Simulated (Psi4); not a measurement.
HOSi, doublet, at a GFN2-xTB geometry; Psi4 with CAM-B3LYP/def2-SVP.

Here is a job for Psi4.
```
memory 2 GB

molecule {
0 2
O     0.93516458   -0.41718063   -0.00427454
Si   -0.41130666    0.26471841    0.00831062
H    -1.72302340   -0.36861259   -0.08215239
}

set {
  basis def2-svp
  reference uks
  scf_type pk
  puream true
  d_convergence 1e-8
  dft_radial_points 99
  dft_spherical_points 590
}

energy('cam-b3lyp')
print_variables()
```

The log (banner, timings and long lists left out):

```
   => Loading Basis Set <=

    Name: DEF2-SVP
    Role: ORBITAL
    Keyword: BASIS

         ---------------------------------------------------------
                                   SCF
               by Justin Turney, Rob Parrish, Andy Simmonett
                          and Daniel G. A. Smith
                              UKS Reference
         ---------------------------------------------------------

  ==> Geometry <==

    Molecular point group: cs
    Full point group: Cs

    Geometry (in Angstrom), charge = 0, multiplicity = 2:

       Center              X                  Y                   Z               Mass
    ------------   -----------------  -----------------  -----------------  -----------------
         O           -0.424376872079    -0.897473549630     0.000000000000    15.994914619570
         SI           0.256388702435     0.449629905828     0.000000000000    27.976926534650
         H           -0.382106064649     1.761962542831     0.000000000000     1.007825032230

  Running in cs symmetry.

  Rotational constants: A =     13.84345  B =      0.66586  C =      0.63530 [cm^-1]
  Rotational constants: A = 415016.30455  B =  19961.91523  C =  19045.82785 [MHz]
  Nuclear repulsion =   45.935184067266022

  Charge       = 0
  Multiplicity = 2
  Electrons    = 23
  Nalpha       = 12
  Nbeta        = 11

  ==> Algorithm <==

  SCF Algorithm Type is PK.
  DIIS enabled.
  MOM disabled.
  Fractional occupation disabled.
  Guess Type is SAD.
  Energy threshold   = 1.00e-06
  Density threshold  = 1.00e-08
  Integral threshold = 1.00e-12

  ==> Primary Basis <==

  Basis Set: DEF2-SVP
    Blend: DEF2-SVP
    Number of shells: 17
    Number of basis functions: 37
    Number of Cartesian functions: 39
    Spherical Harmonics?: true
    Max angular momentum: 2

  ==> DFT Potential <==

   => LibXC <=

    Version 7.1.2
    S. Lehtola, C. Steigemann, M. J. T. Oliveira, and M. A. L. Marques,  SoftwareX 7, 1–5 (2018) (10.1016/j.softx.2017.11.002)

   => Composite Functional: CAM-B3LYP <=

    CAM-B3LYP Hyb-GGA Exchange-Correlation Functional

    T. Yanai, D. P. Tew, and N. C. Handy,  Chem. Phys. Lett. 393, 51 (2004) (10.1016/j.cplett.2004.06.011)

    Deriv               =              1
    GGA                 =           TRUE
    Meta                =          FALSE

    Exchange Hybrid     =           TRUE
    MP2 Hybrid          =          FALSE

   => Exchange Functionals <=

    0.3500         Becke 88 [omega = 0.3300]
[...]
      Ntotal   =   23.0000000781 ; deviation = 7.812e-08

   @Spin Contamination Metric:   5.637384090E-03
   @S^2 Expected:                7.500000000E-01
   @S^2 Observed:                7.556373841E-01
   @S   Expected:                5.000000000E-01
   @S   Observed:                5.000000000E-01

    Orbital Energies [Eh]
    ---------------------

    Alpha Occupied:

[...]
    Alpha Virtual:

[...]
      27Ap     3.339288

    Beta Occupied:

[...]
    Beta Virtual:

[...]
    Final Occupation by Irrep:
             Ap   App
    DOCC [     9,    2 ]
    SOCC [     1,    0 ]
    NA   [    10,    2 ]
    NB   [     9,    2 ]

  @UKS Final Energy:  -365.08111320591399

   => Energetics <=

    Nuclear Repulsion Energy =             45.9351840672660217
    One-Electron Energy =                -596.4439817696938917
    Two-Electron Energy =                 207.9312986200524733
    DFT Exchange-Correlation Energy =     -22.5036141235386040
    Empirical Dispersion Energy =           0.0000000000000000
    VV10 Nonlocal Energy =                  0.0000000000000000
    Total Energy =                       -365.0811132059139936

  UHF NO Occupations:
  HONO-2 :    8 Ap 1.9989593
  HONO-1 :    9 Ap 1.9985019
  HONO-0 :   10 Ap 1.0000000
  LUNO+0 :   11 Ap 0.0014981
  LUNO+1 :   12 Ap 0.0010407
  LUNO+2 :    3App 0.0002443
  LUNO+3 :   13 Ap 0.0000296

Computation Completed

Properties will be evaluated at   0.000000,   0.000000,   0.000000 [a0]

Properties computed using the SCF density matrix

 Multipole Moments:

 ------------------------------------------------------------------------------------
     Multipole            Electronic (a.u.)      Nuclear  (a.u.)        Total (a.u.)
 ------------------------------------------------------------------------------------

 L = 1.  Multiply by 2.5417464519 to convert [e a0] to [Debye]
 Dipole X            :          0.7578679           -0.3546623            0.4032056
 Dipole Y            :         -0.5114288            1.6572763            1.1458474
 Dipole Z            :          0.0000000            0.0000000            0.0000000
 Magnitude           :                                                    1.2147185

 ------------------------------------------------------------------------------------

  Variable Map:
  ----------------------------------------------------------------------------
[...]
  Array Variable Map:
  ----------------------------------------------------------------------------
[...]
[...]
```
